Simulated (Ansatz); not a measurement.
The first iterations of a band of C2H7BClNSi (13 atoms, charge 0, multiplicity 1).

Level of theory: Ansatz, RKS BLYP-D4/def2-SVP.

* movable images: 2
* climbing image: yes
* spring: 5.0 eV/Å²
* optimiser: quadratic models (default)
* start path: through a guess of the saddle point
* force threshold: 0.05 eV/Å
* iteration limit: 60
* end points: relaxed

First end point:

```xyz
13
Properties=species:S:1:pos:R:3
B -2.087 -1.557 -1.013
C -0.808 -1.214 -0.189
N -0.692 -0.042 0.366
C 0.521 0.291 1.061
Si 1.557 1.525 0.017
Cl 0.542 3.334 -0.206
H -2.178 -2.626 -1.582
H -2.984 -0.747 -1.081
H 0.024 -1.959 -0.067
H 1.189 -0.581 1.292
H 0.286 0.831 2.005
H 1.811 0.933 -1.332
H 2.842 1.775 0.743
```

Last end point:

```xyz
13
Properties=species:S:1:pos:R:3
B -1.477 -0.722 -0.893
C -0.362 -1.318 0.072
N -0.242 -0.647 1.363
C 0.437 0.441 1.450
Si 1.279 1.364 0.005
Cl -0.192 1.503 -1.537
H -1.504 -1.124 -2.036
H -2.418 -0.113 -0.437
H -0.697 -2.370 0.241
H 0.614 -1.404 -0.466
H 0.476 0.932 2.449
H 2.460 0.665 -0.593
H 1.647 2.760 0.395
```

| iteration | highest image above the first end (eV) | largest band force component (eV/Å) |
| --- | --- | --- |
| 1 | 7.100 | 16.411 |
| 2 | 3.966 | 6.627 |
| 3 | 1.760 | 2.446 |
| 4 | 0.898 | 1.550 |
| 5 | 0.569 | 1.158 |
| 6 | 0.327 | 0.857 |
| 7 | 0.292 | 0.596 |
| 8 | 0.295 | 0.619 |
| 9 | 0.762 | 1.318 |
| 10 | 0.955 | 1.431 |
| 11 | 1.581 | 1.957 |
| 12 | 2.060 | 2.146 |
| 13 | 2.192 | 2.245 |
| 14 | 2.195 | 2.219 |
| 15 | 2.160 | 2.198 |
| 16 | 2.113 | 2.132 |
| 17 | 2.070 | 2.053 |
| 18 | 2.110 | 1.947 |
| 19 | 2.608 | 1.854 |
| 20 | 2.646 | 1.705 |

Task: Does the band converge within its limit, and where does its top end?

Result: The run ended unconverged. It ended after 60 iterations with the highest image 0.204 eV above the first end. The band didn't meet its force threshold, so its energies are provisional: the largest band force was still 0.11 eV/Å, and over the last iterations the top stayed at 0.20 eV. Neighbouring images lie up to 5.9 Å apart, so the band is torn or far too coarse. So few images can step over the top or miss a turn of the path. The orbitals stay closed-shell, which can raise the energy where a bond breaks towards radicals; this wasn't checked here.

The run took 3.4 min on 2 threads of Intel(R) Xeon(R) Platinum 8488C (Sapphire Rapids), with other jobs on the host, peak memory 0.19 GiB.
